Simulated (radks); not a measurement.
The numbers below are computed, except where a source is named.
Task: These are the eigenvalues of the occupied orbitals of an atom or ion with whole-number occupations (eV). Level of theory: scalar-relativistic Kohn-Sham, PBEsol, spin-polarised, spherical densities, finite nucleus; Fermi nuclear charge, rms radius of each element as measured or else 0.836 A^(1/3) + 0.57 fm (a radial shooting solver on a logarithmic mesh with Libxc functionals).

1s up: -91534.54
1s down: -91534.34
2s up: -19167.15
2s down: -19157.43
2p up: -16944.48
2p down: -16936.46
3s up: -6948.566
3s down: -6937.506
3p up: -6303.828
3p down: -6292.846
3d up: -5695.445
3d down: -5681.789

Which element is it, and in what charge state? The configuration may be excited. Open shells, if any, are filled with parallel spins first.

Result: Z = 82, lead, charge +56: Pb56+ in [Ar] 3d8. The list shows which subshells hold electrons but not how many an open one holds; the 1s level, -3363.8 hartree, gives Z - s = 82.0 by -(Z - s)^2/2, which with screening and relativity narrows Z to a few neighbours, and the depths of the outer levels then fix element, charge and occupations together.
